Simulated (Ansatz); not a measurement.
Relaxation of CH$_{6}$ClNSi$_{2}$ (11 atoms, charge 0, multiplicity 1), to a largest force component of 0.015 eV/Å in at most 40 steps.

These are results of RKS PBE0/STO-3G (Ansatz 0.2.0), not measurements.

```xyz
11
Properties=species:S:1:pos:R:3:forces:R:3
Si -1.649 0.177 0.864 -3.79 0.14 0.06
N -0.404 1.289 0.466 1.33 1.12 -0.42
C 0.657 0.930 -0.145 -0.88 -1.87 0.46
Si 1.357 -0.736 -0.782 -2.76 -2.11 0.19
Cl 1.828 2.209 -0.413 2.08 2.21 -0.62
H -2.824 1.006 1.426 1.67 -1.29 -0.68
H -2.079 -0.462 -0.392 0.10 0.04 0.66
H -1.150 -0.766 1.806 0.08 -0.48 0.44
H 0.992 -1.823 0.232 0.50 1.45 -1.13
H 2.752 -0.777 -1.011 0.77 0.30 -0.11
H 0.587 -1.105 -2.030 0.90 0.50 1.16
```

Task: Where does it end, and by what steps?

Result: The run converged. Limits of this set-up: minimal basis. After 19 steps the energy has fallen by 0.638 eV; H11 moved furthest, 0.88 Å.

| step | energy less start (eV) | largest force component (eV/Å) | accepted |
| --- | --- | --- | --- |
| 0 | 0.0000 | 3.788 | yes |
| 1 | -0.5196 | 1.309 | yes |
| 2 | -0.5820 | 0.796 | yes |
| 3 | -0.5310 | 3.133 | no |
| 4 | -0.6110 | 0.184 | yes |
| 5 | -0.6125 | 0.339 | yes |
| 6 | -0.6194 | 0.105 | yes |
| 7 | -0.6219 | 0.059 | yes |
| 8 | -0.6227 | 0.305 | yes |
| 9 | -0.6275 | 0.101 | yes |
| 10 | -0.6299 | 0.283 | yes |
| 11 | -0.6314 | 0.266 | yes |
| 12 | -0.6340 | 0.075 | yes |
| 13 | -0.6356 | 0.041 | yes |
| 14 | -0.6359 | 0.172 | yes |
| 15 | -0.6371 | 0.055 | yes |
| 16 | -0.6375 | 0.016 | yes |
| 17 | -0.6378 | 0.018 | yes |
| 18 | -0.6379 | 0.023 | yes |
| 19 | -0.6379 | 0.013 | yes |

```xyz
11
Properties=species:S:1:pos:R:3
Si -1.669 0.149 1.042
N -0.384 1.259 0.449
C 0.621 0.875 -0.226
Si 1.299 -0.754 -0.912
Cl 1.821 2.233 -0.723
H -2.816 0.968 1.344
H -2.010 -0.836 0.040
H -1.178 -0.500 2.236
H 0.452 -1.831 -0.458
H 2.641 -0.935 -0.415
H 1.289 -0.685 -2.354
```

Whether the end is a true minimum wasn't checked by a vibrational analysis.

Run time: 69 s on 1 CPU thread of a shared host.
